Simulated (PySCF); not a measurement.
# Os₂ at r²SCAN

Computed with r²SCAN; basis Os def2-TZVPP with ECP60; scalar-relativistic core potentials; PySCF 2.14.

```json
{"state": "septet, unpaired electrons σ ↑, π ↑↑, δ ↑↑↑", "bond length": "2.218 Å", "harmonic wavenumber": "299 cm⁻¹", "force constant": "5.06 mdyn/Å", "rotational constant Be": "0.03569 cm⁻¹", "anharmonicity ωexe": "0.383 cm⁻¹", "vibration–rotation constant αe": "6.05e-05 cm⁻¹", "bond order (Mayer)": "2.96"}
```

De is left out where the level can put another filling of the metal’s s and d shells below the measured ground configuration, by anything from nothing to about 1 eV. These are scalar-relativistic numbers at best; spin–orbit coupling would shift them, the dissociation energy most. The state is the lowest single determinant that the PBE0 search found; with open d or f shells the true ground state can be another one.
